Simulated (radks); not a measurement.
The numbers below are computed, except where a source is named.
All-electron atom: Ho3+ in [Xe] 4f10.

Code: a radial shooting solver on a logarithmic mesh with Libxc functionals. Model: scalar-relativistic Kohn-Sham, LDA (Slater exchange, Perdew-Wang correlation), spin-polarised, spherical densities, finite nucleus; open shells are filled with parallel spins first (spin-orbit coupling, left out, can overturn this in heavy ions); Fermi nuclear charge, rms radius 5.2022 fm.

Energy parts (eV):
| part | energy |
|---|---|
| total | -343014.58 |
| kinetic | 370809.35 |
| electron-nucleus | -838693.45 |
| Hartree | 131977.91 |
| exchange-correlation | -7108.39 |

Orbitals (lengths in bohr, moments of r in powers of bohr; <r^-3> diverges for s and p1/2; r(90%) holds 90 % of the orbital's charge):
orbital,occ.,eigenvalue (eV),r(90%),<r^4>,<1/r>,<r^-3>
1s up,1,-55469.46,0.0376,9.278e-07,75.97,-
1s down,1,-55469.46,0.0376,9.278e-07,75.97,-
2s up,1,-9307.145,0.136,0.0001450,17.67,-
2s down,1,-9307.068,0.136,0.0001450,17.67,-
2p up,3,-8253.831,0.127,0.0001096,16.38,13530
2p down,3,-8253.775,0.127,0.0001096,16.38,13530
3s up,1,-2105.086,0.337,0.005524,6.506,-
3s down,1,-2103.316,0.337,0.005514,6.510,-
3p up,3,-1783.088,0.343,0.005815,6.092,2894
3p down,3,-1781.329,0.343,0.005802,6.095,2898
3d up,5,-1373.050,0.324,0.004579,5.778,386.1
3d down,5,-1371.678,0.323,0.004563,5.782,386.7
4s up,1,-443.3459,0.745,0.1343,2.754,-
4s down,1,-439.7260,0.746,0.1345,2.753,-
4p up,3,-337.1549,0.800,0.1769,2.523,656.3
4p down,3,-333.5967,0.800,0.1774,2.522,655.3
4d up,5,-193.5525,0.894,0.2743,2.230,73.56
4d down,5,-190.0877,0.896,0.2768,2.227,73.33
4f up,7,-36.7613,1.32,1.594,1.675,10.57
4f down,3,-33.6911,1.37,1.876,1.651,10.31
5s up,1,-81.1435,1.79,4.482,1.066,-
5s down,1,-79.4953,1.81,4.639,1.056,-
5p up,3,-55.3152,2.11,8.552,0.9023,91.49
5p down,3,-54.0948,2.14,8.952,0.8909,88.50

The highest occupied level is 4f down at -33.691 eV. The spin density at the nucleus is -0.22 e/bohr^3 (1s 0.01, 2s -1.17, 3s -11.13, 4s 2.35, 5s 9.72). The density falls to 0.001 e/bohr^3 at r = 3.15 bohr. The electron density at the nucleus is 8.438e+05 e/bohr^3 (large components only). For comparison, the ionisation energy in NIST's Atomic Spectra Database is 42.5 eV (semi-empirical). In exact Kohn-Sham theory the highest level is minus the ionisation energy, but local and semilocal functionals leave it too shallow, through self-interaction and a potential that decays too fast; potentials with the right tail come closer.
